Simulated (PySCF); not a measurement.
## Two-component Hartree-Fock for Pd³³⁺ (palladium, charge +33)

Start: [Ne] 3s2 3p1; 3p3/2 filled at m_j = +3/2. Calculated with PySCF 2.14 in an uncontracted even-tempered set (19 s from 5.9 bohr⁻², ratio 2.4; 13 p from 7.6 bohr⁻², ratio 2.4; 4 d from 27 bohr⁻², ratio 2.6; 4 f from 40 bohr⁻², ratio 2.6): generalised Hartree-Fock with the X2C-1e Hamiltonian and a Gaussian nucleus; one run each with spin-orbit coupling (SO) screened by Boettger's factors, then bare. This is a chosen level, not necessarily the ground level.

| spinor shell | electrons | ε, screened SO (eV) | ε, bare SO (eV) | weight of nominal j (bare SO) | rms radius, bare SO (bohr) |
| --- | --- | --- | --- | --- | --- |
| 1s1/2 | 2 | -26341.2 | -26341.1 | 1.000 | 0.0365 |
| 2s1/2 | 2 | -5424.7 | -5424.7 | 1.000 | 0.147 |
| 2p1/2 | 2 | -5165.4 | -5171.0 | 1.000 | 0.127 |
| 3s1/2 | 2 | -2109.0 | -2109.0 | 1.000 | 0.356 |
| 3p3/2 | 1 | -1995.3 | -1994.7 | 1.000 | 0.348 |

(1) Where does 2p3/2 lie, and what is the 2p spin-orbit splitting (bare SO)?

| quantity | screened SO | bare SO |
| --- | --- | --- |
| E (hartree) | -4176.39559 | -4176.44385 |
| M_J | 3/2 | 3/2 |
| ⟨J²⟩ | 3.751 | 3.751 |
| ⟨L²⟩ | 2.004 | 2.005 |
| ⟨S²⟩ | 0.754 | 0.754 |

Each row is a mean over spinors that exchange with the open shell spreads, by up to 16.121 eV (3s1/2).

Breit and QED terms are absent; they matter most for the inner s and p1/2 levels.

Densities and radii are taken from the X2C orbitals without a picture-change correction, which distorts them close to the nucleus.

## Answers

(1) At -4998.9 eV, 172.03 eV above 2p1/2.
